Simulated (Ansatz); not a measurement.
System: GeBr, charge 1, singlet. GeBr+ (parent SMILES [Ge][Br], singlet).
B3LYP-D3(BJ)/def2-TZVP minimum from Ansatz (a quantum-chemistry and plane-wave program):
```xyz
2

Ge     0.0000     0.0000    -1.1614
Br     0.0000     0.0000     1.0618
```
Charge +1, spin multiplicity 1.

Hartree-Fock and CCSD(T) correlation energies in hartree (Ansatz). Open shells are spin-unrestricted; no spin-orbit coupling. Correlated methods leave the cores frozen (noble-gas shells, and filled d and f shells in the p block). No relativity. Spin-orbit terms, left out, reach several kcal/mol for Br and I, and more for heavier atoms. The spin of BrGe+ (parent SMILES [Ge][Br], singlet) was assumed, and the state is the lowest solution found for it.

```tsv
basis	X	E(HF)	E(corr, CCSD(T))
cc-pVTZ	3	-4647.63420	-0.25835
cc-pVQZ	4	-4647.64016	-0.27955
cc-pV5Z	5	-4647.64073	withheld
```

Q: Fit E(corr) = E∞ + A/X³ to X = 3 and 4, predict X = 5, and compare with the run.

A: A = (-0.25835 - (-0.27955))/(1/27 - 1/64) = 0.9901; E∞ = -0.27955 - A/64 = -0.29502; at X = 5, E∞ + A/125 = -0.28710. The run gave -0.28719, 0.09 mEh below the prediction. The same form on X = 4 and 5 gives E∞ = -0.29521, 0.19 mEh below the first estimate.
